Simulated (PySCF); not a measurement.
Species: tetravinylsilane, C₈H₁₂Si.
Bonds: C1–C2 (double), C2–Si3, Si3–C4, C4–C5 (double), Si3–C6, C6–C7 (double), Si3–C8, C8–C9 (double). Hydrogens: H10, H11 on C1; H12 on C2; H13 on C4; H14, H15 on C5; H16 on C6; H17, H18 on C7; H19 on C8; H20, H21 on C9.

The same species was optimised twice, with GFN2-xTB and with PBE0-D3(BJ)/def2-SVP (PySCF), and the same property calculations (PySCF, gas phase) were run on both structures.

```csv
coordinate,GFN2-xTB,PBE0-D3(BJ)/def2-SVP,change
C2–Si3 (Å),1.893,1.875,-0.018
Si3–C6 (Å),1.894,1.877,-0.017
Si3–C4 (Å),1.893,1.876,-0.017
Si3–C8 (Å),1.891,1.874,-0.017
C8=C9 (Å),1.323,1.339,+0.016
C1=C2 (Å),1.323,1.338,+0.015
C4=C5 (Å),1.323,1.338,+0.015
C6=C7 (Å),1.323,1.338,+0.015
Si3–C8–C9 (°),124.9,123.8,-1.1
Si3–C4–C5 (°),124.4,123.4,-1.0
C1–C2–Si3 (°),124.9,124.0,-0.9
C2–Si3–C4 (°),108.8,109.6,+0.8
Si3–C6–C7 (°),124.7,123.9,-0.8
C2–Si3–C6 (°),108.6,109.3,+0.7
C2–Si3–C8 (°),110.1,109.5,-0.6
C4–Si3–C6 (°),109.7,109.2,-0.5
C1–C2–Si3–C4 (°),133,134,+1
C2–Si3–C4–C5 (°),-144,-142,+2
C2–Si3–C6–C7 (°),-130,-132,-2
C2–Si3–C8–C9 (°),-128,-130,-2
```

Rotational constants: A = 1328, B = 1034, C = 1024 MHz (GFN2-xTB) against A = 1361, B = 1041, C = 1033 MHz (PBE0-D3(BJ)/def2-SVP). Point groups within 0.08 Å: C1 and C1.

On the GFN2-xTB structure: HOMO (eV) -7.67 [PBE0/pcSseg-1]; LUMO (eV) -0.60 [PBE0/pcSseg-1]; dipole (D) 0.28 [PBE0/pcSseg-1]; GIAO shielding of C1/C5/C7/C9 (mean) (ppm) 42.4 [PBE0/pcSseg-1]; GIAO shielding of C2/C4/C6/C8 (mean) (ppm) 44.3 [PBE0/pcSseg-1]; GIAO shielding of Si3 (ppm) 371.0 [PBE0/pcSseg-1].

Problem. What do these properties become on the PBE0-D3(BJ)/def2-SVP structure?

Solution. 
```json
{"property": "HOMO (eV)", "level": "PBE0/pcSseg-1", "on GFN2-xTB": "-7.67", "on PBE0-D3(BJ)/def2-SVP": "-7.63", "change": "+0.04"}
{"property": "LUMO (eV)", "level": "PBE0/pcSseg-1", "on GFN2-xTB": "-0.60", "on PBE0-D3(BJ)/def2-SVP": "-0.67", "change": "-0.07"}
{"property": "dipole (D)", "level": "PBE0/pcSseg-1", "on GFN2-xTB": "0.28", "on PBE0-D3(BJ)/def2-SVP": "0.31", "change": "+0.03"}
{"property": "energy, GFN2-xTB geometry as zero (kcal/mol)", "level": "PBE0/pcSseg-1", "on GFN2-xTB": "0.0", "on PBE0-D3(BJ)/def2-SVP": "-1.1", "change": "-1.1"}
{"property": "GIAO shielding of C1/C5/C7/C9 (mean) (ppm)", "level": "PBE0/pcSseg-1", "on GFN2-xTB": "42.4", "on PBE0-D3(BJ)/def2-SVP": "37.7", "change": "-4.7"}
{"property": "GIAO shielding of C2/C4/C6/C8 (mean) (ppm)", "level": "PBE0/pcSseg-1", "on GFN2-xTB": "44.3", "on PBE0-D3(BJ)/def2-SVP": "41.4", "change": "-2.9"}
{"property": "GIAO shielding of Si3 (ppm)", "level": "PBE0/pcSseg-1", "on GFN2-xTB": "371.0", "on PBE0-D3(BJ)/def2-SVP": "373.1", "change": "+2.1"}
```

The heavy atoms differ by 0.034 Å rms after alignment. Among bonds between heavy atoms C2–Si3, Si3–C4, Si3–C6 and Si3–C8 change most and about equally (-0.018 to -0.017 Å). Changes are differences of the printed values. Neither structure is proved a minimum here.

Conformer computed: `[CH2:1]=[CH:2][Si:3]([CH:4]=[CH2:5])([CH:6]=[CH2:7])[CH:8]=[CH2:9]`: C1–C2–Si3–C4 134°, C2–Si3–C4–C5 -142°, C2–Si3–C6–C7 -132°, C2–Si3–C8–C9 -130°.
